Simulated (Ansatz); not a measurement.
Geometry optimisation, RHF/cc-pVDZ in Ansatz.

Input file:

```yaml
crystal:
  periodic: [false, false, false]
  atoms:
    - { symbol: B, position_ang: [-0.004878, 0.117684, 0.179136] }
    - { symbol: "N", position_ang: [-0.076362, 0.269577, 1.6389] }
    - { symbol: H, position_ang: [-0.877256, 0.009609, 2.173982] }
    - { symbol: H, position_ang: [0.718332, 0.541402, 2.175205] }
    - { symbol: Cl, position_ang: [1.551621, 0.470276, -0.62152] }
    - { symbol: O, position_ang: [-1.039368, -0.238695, -0.60585] }
    - { symbol: H, position_ang: [-1.84633, -0.401267, -0.14021] }
    - { symbol: H, position_ang: [0.407566, -2.227144, 0.514575] }
    - { symbol: H, position_ang: [0.396976, -1.901943, 1.144682] }
basis:
  gaussian: { orbitals: cc-pVDZ }
hamiltonian:
  xc: hf
relax:
  f_tol: 0.03
  max_steps: 50
output:
  orbitals: {}
```

Run as:

```bash
$ ansatz run input.yaml --threads 1 --pin off --max-ram 2048MiB --backend cpu --events-out ev --progress --plain --runs-dir out
```

Problem. Where does it end, and by what steps?

Solution. The run converged. The force dipped under the threshold on the way, but the program's further checks kept it going. After 34 steps the energy has fallen by 0.440 eV; H8 moved furthest, 1.73 Å.

| step | energy less start (eV) | largest force component (eV/Å) | accepted |
| --- | --- | --- | --- |
| 0 | 0.0000 | 2.369 | yes |
| 2 | -0.3591 | 0.232 | yes |
| 4 | -0.4126 | 0.288 | yes |
| 6 | -0.4220 | 0.125 | yes |
| 8 | -0.4242 | 0.023 | yes |
| 10 | -0.4249 | 0.104 | yes |
| 12 | -0.4261 | 0.130 | yes |
| 14 | -0.4272 | 0.058 | yes |
| 16 | -0.4289 | 0.342 | yes |
| 18 | -0.4329 | 0.044 | yes |
| 20 | -0.4270 | 0.341 | no |
| 22 | -0.4337 | 0.364 | no |
| 24 | -0.4354 | 0.100 | yes |
| 26 | -0.4369 | 0.159 | yes |
| 28 | -0.4389 | 0.125 | yes |
| 30 | -0.4399 | 0.045 | yes |
| 32 | -0.4402 | 0.051 | yes |
| 34 | -0.4403 | 0.019 | yes |

```xyz
9
Properties=species:S:1:pos:R:3
B -0.135 0.676 0.069
N -0.033 0.159 1.365
H -0.789 -0.286 1.842
H 0.791 0.270 1.915
Cl 1.290 1.511 -0.631
O -1.232 0.596 -0.720
H -1.963 0.145 -0.327
H 0.662 -3.577 1.571
H 0.639 -2.855 1.374
```

Whether the end is a true minimum wasn't checked by a vibrational analysis.

The run took 62 s on 1 thread of Intel(R) Xeon(R) Platinum 8488C (Sapphire Rapids), on a shared host, peak memory 0.17 GiB.
